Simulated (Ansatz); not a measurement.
```yaml
crystal:
  periodic: [false, false, false]
  atoms:
    - {symbol: O, position_ang: [0.782585, -1.002246, 0.939252]}
    - {symbol: C, position_ang: [0.380020, -0.429099, 0.637464]}
    - {symbol: C, position_ang: [0.708870, 0.283012, 0.053839]}
    - {symbol: Al, position_ang: [-0.504453, -0.149969, -0.147215]}
    - {symbol: O, position_ang: [-1.280694, 0.055183, -0.857694]}
    - {symbol: H, position_ang: [0.245004, 0.833644, 0.332160]}
    - {symbol: H, position_ang: [1.379947, 0.408211, -0.006093]}
    - {symbol: H, position_ang: [-1.709470, -0.110436, -0.956321]}
basis:
  gaussian: {orbitals: aug-pcseg-2}
hamiltonian: {xc: {name: CAM-B3LYP}}
accuracy: high
output: {forces: true}
```

```sh
$ ansatz run in.yaml --threads 2 --pin off --events-out ev --progress --plain --max-ram 4352MiB
```

Output, abridged:

```
Functional definition: CAM-B3LYP
4090 factors; integrals over basis functions are off by at most 3.7e-9 eV
720 factors; integrals over basis functions are off by at most 1.8e-9 eV
mean field evaluation 1: about -12655.3047 eV, gradient 1.8e2 eV
mean field evaluation 2: about -12532.3584 eV, gradient 2.5e2 eV
mean field evaluation 4: about -12699.0910 eV, gradient 2.6e1 eV
mean field evaluation 8: about -12700.0983 eV, gradient 4.8e-1 eV
mean field evaluation 16: about -12700.5220 eV, gradient 7.0e-4 eV
mean field -12700.52198220 eV, -466.7355741228 hartree, gradient 7.8e-8 eV, S^2 0.000000; 0 other end points of the search recorded, 0 dependent functions left out
reference -12700.52199958 eV, -466.7355747615 hartree; 22, 22 occupied and 281, 281 virtual orbitals, 4090 factors
Total energy: -12700.52199958 eV, -466.7355747615 hartree
Atom 0 at     0.782585    -1.002246     0.939252 Å, force   101.228084  -150.400678    82.077413 eV/Å
Atom 1 at     0.380020    -0.429099     0.637464 Å, force   -77.260074    79.719205    -4.882512 eV/Å
Atom 2 at     0.708870     0.283012     0.053839 Å, force    13.025162    33.774400   -38.546888 eV/Å
Atom 3 at    -0.504453    -0.149969    -0.147215 Å, force    11.000079   -17.651742    32.014027 eV/Å
Atom 4 at    -1.280694     0.055183    -0.857694 Å, force   106.440032    89.311882   -27.337551 eV/Å
Atom 5 at     0.245004     0.833644     0.332160 Å, force   -12.510057    25.424070     7.452021 eV/Å
Atom 6 at     1.379947     0.408211    -0.006093 Å, force    48.056400     9.586709    -3.783917 eV/Å
Atom 7 at    -1.709470    -0.110436    -0.956321 Å, force  -189.979626   -69.763846   -46.992593 eV/Å
Dipole moment:     0.179967     0.092296    -0.171461 e Å
```

(1) Something in this input is off. What?

Results:

(1) The geometry is squeezed to about two thirds of its size. Self-consistency was reached. The result belongs to that input, not to the molecule as meant.
